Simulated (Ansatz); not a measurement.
`B[CH]([GeH3])C=N` + `C[CH2][AlH2]` → `C[CH]([AlH2])[GeH3]` + `BCC=N`  (formal exchange of groups at a Ge–C bond)

Gas-phase electronic energies from Ansatz, PBE0-D4/def2-TZVP geometries. CCSD(T)/CBS adds triple-zeta CCSD(T) − MP2 to the extrapolated MP2 energy (def2 sets, frozen cores). DFT in def2-TZVPP. B3LYP here is the variant with VWN-RPA as its local correlation; programs differ in this. For Ge outer-core shells are correlated without core-valence functions, which leaves a few kJ/mol of doubt a bond. Scalar relativity is left out up to krypton. One conformer a species, not always the lowest.

Task: Is it downhill or uphill in electronic energy at CCSD(T)/CBS, and by how much? (An estimate is asked.)

Result: Computed: Uphill: ΔE = +17.0 kJ/mol.

Task: What do these levels give: r2SCAN-D4, B2PLYP, PBE0, B3LYP, HF/def2-TZVPP, MP2/def2-TZVPP, SCS-MP2/def2-TZVPP, CCSD/def2-TZVPP, CCSD(T)/def2-TZVPP, SCS-MP2/def2-QZVPP, HF/CBS(def2), MP2/CBS(def2)? (Best estimate.)

Result: The calculation gave: r2SCAN-D4 21.4, B2PLYP 18.2, PBE0 20.5, B3LYP 17.6, HF/def2-TZVPP 4.3, MP2/def2-TZVPP 21.0, SCS-MP2/def2-TZVPP 17.3, CCSD/def2-TZVPP 15.8, CCSD(T)/def2-TZVPP 18.4, SCS-MP2/def2-QZVPP 16.4, HF/CBS(def2) 4.3, MP2/CBS(def2) 19.6 kJ/mol.

Largest T1 diagnostic among the species: 0.013.

In def2-TZVPP, CCSD(T) changes the Hartree–Fock value by +14.1 kJ/mol (the triples alone add +2.6 kJ/mol) and MP2 by +16.7 kJ/mol.
